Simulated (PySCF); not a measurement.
**A small calculation by hand: entropy of an ideal gas**

FH3O3Si, SMILES F[Si](O)(O)O.

The structure is a stationary point at TPSSh-D3(BJ)/def2-SVP. The values are those of a single conformer.

TPSSh-D3(BJ)/def2-SVP (PySCF) gives the harmonic wavenumbers 112, 112, 245, 295, 295, 357, 357, 368, 755, 795, 796, 807, 943, 1009, 1009, 3849, 3849, 3851 cm⁻¹ and the rotational temperatures 0.1876, 0.1876, 0.1853 K. The molar mass is 98.10 g/mol, the symmetry number 3, the spin multiplicity 1.

Problem. Work out the entropy at 298.15 K and 1 atm in the rigid-rotor, harmonic-oscillator model.

Solution. 
Translation (Sackur–Tetrode at 1 atm): S = R[1.5 ln M + 2.5 ln T − 1.16487] = 165.9 J/(mol K).
Rotation: q = (√π/σ) T^1.5/√(θA θB θC) = 37700, S = R[ln q + 3/2] = 100.1 J/(mol K).
Vibration: with u = 1.4388 ν/T, each mode gives R[u/(e^u − 1) − ln(1 − e^−u)]:
| ν (cm⁻¹) | modes | u | S (J/(mol K)) |
|---|---|---|---|
| 112 | 2 | 0.54 | 27.06 |
| 245 | 1 | 1.18 | 7.39 |
| 295 | 2 | 1.42 | 12.09 |
| 357 | 2 | 1.72 | 9.50 |
| 368 | 1 | 1.78 | 4.55 |
| 755 | 1 | 3.64 | 1.03 |
| 795 | 1 | 3.84 | 0.88 |
| 796 | 1 | 3.84 | 0.88 |
| 807 | 1 | 3.89 | 0.84 |
| 943 | 1 | 4.55 | 0.49 |
| 1009 | 2 | 4.87 | 0.75 |
The stiffer modes add less than 0.005 each. Sum 65.5 J/(mol K).
Spin: R ln 1 = 0.0 J/(mol K).
Total 331.5 J/(mol K); the program's own thermochemistry gives 331.5. Translation makes up 50 % and vibration 20 %. Anharmonicity, hindered rotation and orbital degeneracy are left out.
